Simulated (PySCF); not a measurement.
PySCF job for C₄H₄ClF, SMILES F[C@H]1C=C(Cl)C1, PBE-D3(BJ)/def2-SVP. Coordinates come from a PBE-D3(BJ)/def2-SVP optimisation. The structure was generated by enumeration; whether it is a known compound was not checked.

```python
import numpy as np
from pyscf import gto, scf, dft, df
from pyscf.hessian import thermo

mol = gto.M(
    atom='''
    F    -2.33484540   -0.24993066    1.15857694
    C    -1.56362470   -0.09780911    0.01992256
    C    -0.52462090    1.00390198    0.05102728
    C     0.46865129    0.10969920   -0.16666473
    Cl    2.15300735    0.26110298   -0.47466733
    C    -0.39501977   -1.13075504   -0.13341662
    H    -2.25001243   -0.06863221   -0.85669030
    H    -0.57955164    2.09605367    0.14529887
    H    -0.27552182   -1.75988833    0.77099680
    H    -0.39474617   -1.76712997   -1.04266400
    ''',
    basis='def2-SVP',
    charge=0,
    spin=0,
    max_memory=1600,
    verbose=3,
)
mf = dft.RKS(mol, xc='pbe').density_fit(auxbasis='def2-universal-jkfit')
mf.disp = 'd3bj'
mf.grids.level = 3
mf.conv_tol = 1e-11
mf.max_cycle = 100
mf.kernel()

# [left out here: the lines that compute and print the analytic Hessian (its translational invariance restored by hand, since the grid's response is missing), thermochemistry and intensities]
```

Log of the run:

```
converged SCF energy = -714.008092554175

WARN: DFTD3 does not support analytical Hessian, using finite difference


WARN: Mole.unit (angstrom) is changed to Bohr

Mode                                 0                   1                   2
Irrep
Freq [cm^-1]                      113.4328            258.6237            388.6657
Reduced mass [au]                   7.4925              7.0024              6.0654
Force const [Dyne/A]                0.0568              0.2760              0.5398
Char temp [K]                     163.2045            372.1020            559.2035
Normal mode                   x     y     z       x     y     z       x     y     z
       0   F                -0.11 -0.01 -0.08   -0.02  0.10  0.01   -0.09 -0.03  0.04
       1   C                 0.03  0.01  0.02   -0.00 -0.02  0.00   -0.04  0.00  0.06
       2   C                 0.04 -0.00  0.11    0.05 -0.10  0.03    0.00 -0.00 -0.01
       3   C                 0.03 -0.00  0.07    0.02 -0.12 -0.01   -0.01  0.02 -0.18
       4  Cl                 0.01  0.00 -0.07    0.01  0.07  0.00    0.08  0.01  0.01
       5   C                 0.03 -0.00  0.09   -0.05 -0.10 -0.04   -0.03  0.02  0.00
       6   H                 0.14  0.04 -0.06   -0.00  0.02  0.00   -0.04  0.01  0.06
       7   H                 0.04 -0.00  0.12    0.12 -0.10  0.07    0.02 -0.01  0.12
       8   H                 0.01  0.04  0.12   -0.08 -0.15 -0.07    0.10  0.15  0.08
       9   H                 0.06 -0.04  0.12   -0.11 -0.07 -0.06   -0.15 -0.13  0.10
Mode                                 3                   4                   5
Irrep
Freq [cm^-1]                      416.2863            434.8542            543.0357
Reduced mass [au]                   3.1986              2.6442              3.2794
Force const [Dyne/A]                0.3266              0.2946              0.5698
Char temp [K]                     598.9432            625.6583            781.3075
Normal mode                   x     y     z       x     y     z       x     y     z
       0   F                -0.04  0.10  0.02   -0.07 -0.02  0.04    0.06  0.02 -0.01
       1   C                 0.01 -0.09  0.02   -0.04  0.00  0.04   -0.07 -0.02 -0.09
       2   C                -0.08 -0.03  0.05   -0.02  0.01 -0.08   -0.10 -0.03  0.05
       3   C                -0.00  0.06 -0.01    0.03 -0.00  0.12   -0.03  0.02  0.06
       4  Cl                 0.01 -0.02 -0.00    0.07  0.01 -0.02    0.07  0.00 -0.02
       5   C                 0.12 -0.00 -0.07   -0.04  0.01 -0.02   -0.07  0.00  0.02
       6   H                 0.02 -0.16  0.01   -0.06 -0.01  0.05   -0.11 -0.02 -0.06
       7   H                -0.22 -0.05  0.16   -0.04  0.03 -0.36   -0.20 -0.05  0.28
       8   H                 0.26 -0.10 -0.16   -0.09 -0.24 -0.19   -0.23  0.14  0.13
       9   H                 0.15  0.10 -0.15   -0.04  0.25 -0.19    0.04 -0.13  0.11
Mode                                 6                   7                   8
Irrep
Freq [cm^-1]                      757.0900            831.3294            891.2063
Reduced mass [au]                   2.2842              1.5316              4.2106
Force const [Dyne/A]                0.7714              0.6236              1.9704
Char temp [K]                    1089.2840           1196.0979           1282.2475
Normal mode                   x     y     z       x     y     z       x     y     z
       0   F                 0.05  0.01 -0.06    0.01 -0.00 -0.03    0.00  0.01 -0.00
       1   C                 0.07 -0.03  0.05    0.06 -0.04  0.06    0.01 -0.06 -0.01
       2   C                -0.05  0.03  0.09   -0.00  0.05 -0.12    0.02 -0.13  0.01
       3   C                -0.07  0.02 -0.06    0.00  0.01  0.03    0.14  0.02 -0.02
       4  Cl                 0.02  0.00  0.00   -0.00  0.00 -0.00   -0.03 -0.00  0.00
       5   C                -0.07 -0.04  0.05   -0.05  0.00  0.03   -0.05  0.16  0.02
       6   H                 0.16 -0.02 -0.02    0.10 -0.23  0.02    0.02 -0.10 -0.02
       7   H                -0.23  0.06 -0.37    0.02 -0.02  0.66   -0.17 -0.13 -0.10
       8   H                 0.06 -0.20 -0.08   -0.01 -0.13 -0.07   -0.10  0.12 -0.01
       9   H                -0.32  0.12 -0.06   -0.28  0.13 -0.06   -0.24  0.15  0.02
Mode                                 9                  10                  11
Irrep
Freq [cm^-1]                      934.2643            969.2837           1024.2946
Reduced mass [au]                   1.6219              2.3755              1.5283
Force const [Dyne/A]                0.8341              1.3150              0.9448
Char temp [K]                    1344.1983           1394.5834           1473.7319
Normal mode                   x     y     z       x     y     z       x     y     z
       0   F                 0.03  0.01 -0.02    0.03 -0.01 -0.04   -0.03 -0.00  0.05
       1   C                -0.12 -0.06 -0.04   -0.06  0.12  0.03    0.05 -0.02 -0.08
       2   C                 0.03  0.02  0.05   -0.05 -0.09 -0.03    0.03  0.03  0.02
       3   C                -0.04 -0.01 -0.03   -0.00 -0.04 -0.05    0.01  0.02 -0.09
       4  Cl                 0.01  0.00 -0.00    0.00  0.00  0.00   -0.00 -0.00  0.00
       5   C                 0.00  0.05  0.07    0.05  0.01  0.10    0.01 -0.02  0.06
       6   H                -0.11 -0.36 -0.06   -0.06  0.30  0.02    0.04 -0.09 -0.06
       7   H                 0.55  0.05 -0.01   -0.19 -0.12  0.18   -0.10  0.03  0.07
       8   H                 0.18 -0.14 -0.09    0.15 -0.24 -0.09   -0.62 -0.28 -0.03
       9   H                 0.01  0.25 -0.07    0.13  0.28 -0.09    0.26  0.22 -0.11
Mode                                12                  13                  14
Irrep
Freq [cm^-1]                     1095.0671           1125.4792           1135.4588
Reduced mass [au]                   2.1349              2.2076              1.6146
Force const [Dyne/A]                1.5084              1.6476              1.2265
Char temp [K]                    1575.5577           1619.3140           1633.6724
Normal mode                   x     y     z       x     y     z       x     y     z
       0   F                 0.02  0.01 -0.06    0.02  0.01 -0.04   -0.01  0.00  0.01
       1   C                 0.02 -0.02  0.15   -0.06 -0.12  0.05    0.02 -0.05 -0.01
       2   C                -0.05 -0.04 -0.01    0.03  0.01 -0.02    0.08  0.03 -0.01
       3   C                -0.06 -0.04 -0.01    0.07  0.12 -0.01   -0.03 -0.06 -0.01
       4  Cl                 0.01  0.00 -0.00   -0.01 -0.00  0.00    0.00  0.00 -0.00
       5   C                 0.01  0.07 -0.05   -0.05 -0.06  0.02   -0.13  0.05  0.01
       6   H                 0.06 -0.07  0.12   -0.17  0.54  0.15    0.07  0.02 -0.04
       7   H                 0.22 -0.03 -0.06    0.16  0.02  0.04   -0.32  0.01  0.04
       8   H                -0.42  0.15  0.07   -0.04 -0.13 -0.02    0.37  0.08 -0.03
       9   H                 0.38  0.02 -0.01    0.13 -0.04  0.01    0.57  0.11 -0.03
Mode                                15                  16                  17
Irrep
Freq [cm^-1]                     1178.4424           1245.5800           1315.7037
Reduced mass [au]                   1.8264              2.5716              1.3110
Force const [Dyne/A]                1.4944              2.3507              1.3371
Char temp [K]                    1695.5162           1792.1122           1893.0046
Normal mode                   x     y     z       x     y     z       x     y     z
       0   F                 0.02 -0.00 -0.05   -0.00 -0.01  0.01   -0.02  0.00 -0.02
       1   C                -0.10  0.05  0.07    0.05  0.10  0.01    0.12  0.01 -0.05
       2   C                 0.07  0.05  0.02   -0.07 -0.07  0.00   -0.03 -0.02  0.01
       3   C                 0.08  0.01 -0.01    0.07  0.11 -0.01   -0.01 -0.01  0.00
       4  Cl                -0.01 -0.00  0.00   -0.01 -0.00  0.00    0.00  0.00 -0.00
       5   C                 0.00 -0.05 -0.02   -0.10 -0.07 -0.00   -0.02 -0.00  0.02
       6   H                -0.26 -0.48  0.17    0.18 -0.28 -0.11   -0.63 -0.06  0.54
       7   H                -0.37  0.04 -0.01    0.31 -0.05 -0.03    0.09 -0.01 -0.01
       8   H                -0.09 -0.07 -0.01    0.16 -0.05 -0.02    0.09  0.10  0.07
       9   H                 0.07 -0.13  0.03    0.29 -0.06 -0.02    0.01  0.12 -0.06
Mode                                18                  19                  20
Irrep
Freq [cm^-1]                     1393.5786           1610.8504           2973.5793
Reduced mass [au]                   1.1608              7.3938              1.0865
Force const [Dyne/A]                1.3282             11.3040              5.6601
Char temp [K]                    2005.0493           2317.6550           4278.3185
Normal mode                   x     y     z       x     y     z       x     y     z
       0   F                -0.00 -0.00  0.00    0.00  0.00 -0.00   -0.00 -0.00  0.00
       1   C                 0.04  0.01 -0.01   -0.00 -0.02  0.00    0.05 -0.00  0.06
       2   C                -0.03  0.01  0.00   -0.14  0.12  0.03    0.00  0.00 -0.00
       3   C                -0.00 -0.02 -0.00    0.16 -0.13 -0.04   -0.00  0.00 -0.00
       4  Cl                 0.00  0.00 -0.00   -0.01  0.00  0.00    0.00 -0.00  0.00
       5   C                -0.01  0.10  0.00   -0.01 -0.00  0.00   -0.00 -0.00 -0.01
       6   H                -0.07 -0.00  0.07    0.03  0.08 -0.02   -0.59  0.02 -0.75
       7   H                 0.04  0.01  0.00    0.09  0.18  0.01    0.00 -0.02 -0.00
       8   H                 0.01 -0.51 -0.40    0.04  0.05  0.04   -0.01  0.02 -0.02
       9   H                 0.08 -0.50  0.40    0.04  0.05 -0.04    0.01  0.05  0.08
Mode                                21                  22                  23
Irrep
Freq [cm^-1]                     2996.2096           3065.6742           3172.5955
Reduced mass [au]                   1.0599              1.1094              1.1027
Force const [Dyne/A]                5.6058              6.1431              6.5395
Char temp [K]                    4310.8785           4410.8227           4564.6585
Normal mode                   x     y     z       x     y     z       x     y     z
       0   F                 0.00  0.00 -0.00   -0.00  0.00  0.00    0.00  0.00 -0.00
       1   C                -0.01  0.00 -0.01   -0.00  0.00 -0.00   -0.00 -0.00 -0.00
       2   C                -0.00  0.00  0.00   -0.00  0.00 -0.00   -0.01  0.09  0.01
       3   C                 0.00  0.00 -0.00    0.00 -0.00 -0.00    0.01 -0.01 -0.00
       4  Cl                -0.00 -0.00  0.00   -0.00 -0.00 -0.00   -0.00  0.00  0.00
       5   C                 0.01 -0.06 -0.01   -0.01  0.01 -0.09    0.00 -0.00  0.00
       6   H                 0.05 -0.00  0.07    0.02 -0.00  0.03    0.01  0.00  0.01
       7   H                -0.00  0.01  0.00    0.00 -0.01 -0.00    0.05 -0.94 -0.08
       8   H                -0.06  0.31 -0.49    0.08 -0.43  0.62   -0.00  0.01 -0.01
       9   H                 0.00  0.43  0.64   -0.00  0.33  0.46   -0.00  0.00  0.00
temperature 298.1500 [K]
pressure 101325.00 [Pa]
Rotational constants [GHz] 10.16323 1.44154 1.33737
Symmetry number 1
Zero-point energy (ZPE) 0.06805 [Eh]   178665.776 [J/mol]
                           tot       elec      trans        rot        vib
Entropy [J/mol/K]       320.017      0.000    166.968    113.794     39.255
Cv [J/mol/K]             82.308      0.000     12.472     12.472     57.364
Cp [J/mol/K]             90.622      0.000     20.786     12.472     57.364
Internal energy [J/mol]                      3718.434   3718.434 185838.990
Internal energy [Eh]   -713.93448  -714.00809
Enthalpy [J/mol]                             6197.391   3718.434 185838.990
Enthalpy [Eh]          -713.93353
Gibbs free energy [J/mol]                  -43584.219 -30209.130 174135.194
Gibbs free energy [Eh] -713.96987
mode   freq/cm-1   IR/(km/mol)
   1      113.43         1.241
   2      258.62         1.598
   3      388.67         2.790
   4      416.29         1.397
   5      434.85         6.674
   6      543.04        19.508
   7      757.09        23.181
   8      831.33        34.377
   9      891.21        58.862
  10      934.26        11.667
  11      969.28        13.102
  12     1024.29        22.442
  13     1095.07        62.914
  14     1125.48         8.517
  15     1135.46         0.559
  16     1178.44        12.230
  17     1245.58        95.334
  18     1315.70        59.173
  19     1393.58         9.580
  20     1610.85        75.506
  21     2973.58        36.937
  22     2996.21        17.998
  23     3065.67         6.086
  24     3172.60         0.700
max |gradient| / (hartree/bohr): 0.00016596629936311386
APT charges: [-0.5192  0.6362 -0.2568  0.5004 -0.3411 -0.0523 -0.0635  0.079   0.0186
 -0.0013]
```

The calculation finished and met its thresholds.
